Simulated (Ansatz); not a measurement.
Compare A (`CS[Si]S`) with its isomer B (`S=C[SiH2]S`).

Calculated with Ansatz (gas phase, PBE0-D4/def2-TZVP geometries, no zero-point term in ΔE). CBS: MP2 limit from def2 TZ/QZ plus the TZ coupled-cluster correction, frozen cores. This one scheme is used for every species. Functionals use def2-TZVPP. B3LYP here is the variant with VWN-RPA as its local correlation; programs differ in this. Each species was taken in one conformer, which may not be the lowest.

A:

Z-matrix (Å, degrees):
```
C
S 1 1.815
H 1 1.089 2 109.0
H 1 1.089 2 109.0 3 119.5
H 1 1.091 2 110.6 3 -120.3
Si 2 2.120 1 101.3 3 120.2
S 6 2.149 2 98.5 1 180.0
H 7 1.346 6 100.5 2 0.0
```

B:

```xyz
8

S    -2.111   -1.309    0.422
C    -0.555   -0.968    0.661
Si    0.477   -0.024   -0.591
S     1.038    1.862    0.239
H    -0.081   -1.262    1.603
H    -0.310    0.112   -1.837
H     1.769   -0.720   -0.822
H    -0.228    2.309    0.326
```

Problem. Which isomer does CCSD(T)/CBS put lower? Give the gap. (Estimate.)

Solution. The calculation gave: A, by 20.1 kcal/mol.

Problem. Give E(B) − E(A) in kcal/mol with r2SCAN-D4, PBE-D4, HF/def2-TZVPP, MP2/def2-TZVPP, B3LYP, B2PLYP, PBE0-D4. (Best estimate.)

Solution. Computed: r2SCAN-D4 22.4, PBE-D4 25.4, HF/def2-TZVPP 16.8, MP2/def2-TZVPP 19.3, B3LYP 21.5, B2PLYP 20.3, PBE0-D4 24.7. None reverses the order clearly.

Largest T1 diagnostic: 0.015.

In def2-TZVPP, CCSD(T) changes the Hartree–Fock value by +2.4 kcal/mol (the triples alone add +0.1 kcal/mol) and MP2 by +2.5 kcal/mol.
